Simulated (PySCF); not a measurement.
Level of theory: B3LYP-D3(BJ)/def2-TZVP // PBE0-D4/def2-TZVP run with PySCF. All species are isolated molecules in the gas phase. One relaxed conformer stands for a flexible species; it need not be the lowest. B3LYP has the VWN-RPA correlation part, as in Gaussian. Excitations are Tamm–Dancoff values on a coarser integration grid. The basis has no diffuse functions, so Rydberg states are missing or too high.

Reference species (SMILES): `CN(C)[SiH2]Cl` (C–N–Si–Cl torsion 79°) (neutral, multiplicity 1).

| Item | Result |
|---|---|
| S1 oscillator strength | 0.006 |
| S1 excitation (TDA) | 6.08 eV |

Changed species: `Cl[SiH2]F` (X = fluoro; the reference has X = dimethylamino).

Problem. Predict the effect on the S1 oscillator strength and S1 excitation (TDA).

Solution. the S1 oscillator strength stays essentially unchanged; the S1 excitation (TDA) rises by 1.58 eV, to 7.66 eV.
